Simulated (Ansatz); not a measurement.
FGeH7Si2, SMILES [SiH2]([GeH3])[SiH2]F.

The structure is a stationary point at r2SCAN-D4/def2-SVP. This is a generated structure with no PubChem entry under its InChIKey; it may be hypothetical. The values are those of a single conformer.

Two levels are set side by side: PBE/def2-SVPD (Ansatz, a quantum-chemistry and plane-wave program) and CAM-B3LYP/def2-SVPD (Ansatz). Energy differences of separate SCF runs at the same geometry; the states with an electron removed or added have multiplicity 2 and 2. Differences are taken from unrounded values.

```json
[
 {"quantity": "vertical ionisation energy (eV)", "CAM-B3LYP": "10.12", "PBE": "9.71", "PBE minus CAM-B3LYP": "-0.41"},
 {"quantity": "vertical singlet–triplet gap (eV)", "CAM-B3LYP": "5.56", "PBE": "4.94", "PBE minus CAM-B3LYP": "-0.62"}
]
```
